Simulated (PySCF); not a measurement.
Computed IR spectrum (relative IR intensity) of a molecule C₄H₁₂Sn. Geometry optimised at B3LYP-D3(BJ)/def2-SVP. The def2 effective core potentials stand for the cores of Sn; spin–orbit coupling is left out. The values are those of a single conformer. Computed with PySCF with B3LYP-D3(BJ)/def2-SVP. Frequencies are harmonic and unscaled.

| ν (cm⁻¹) | relative intensity |
|---|---|
| 134 | 4.0 |
| 514 | 30 |
| 777 | 100 |
| 1445 | 3.0 |
| 3038 | 17 |
| 3141 | 20 |

Question: Identify the compound among the candidates.
A) C[C](C)(C)[SnH3]
B) CCC[CH2][SnH3]
C) [CH3][Sn]([CH3])([CH3])[CH3]
D) C[CH2][SnH]([CH3])[CH3]

Answer: C, [CH3][Sn]([CH3])([CH3])[CH3]
